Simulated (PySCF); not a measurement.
A structure optimised at PBE-D3(BJ)/def2-SVP, used in a PySCF frequency run:

```
Cd
I 1 2.6095
I 1 2.6095 2 180.00
```

Write its SMILES, formula and point group.

[I][Cd][I], CdI2, D∞h

What are its rotational constants (standard atomic weights)?

0.29242 GHz (linear rotor, B only)
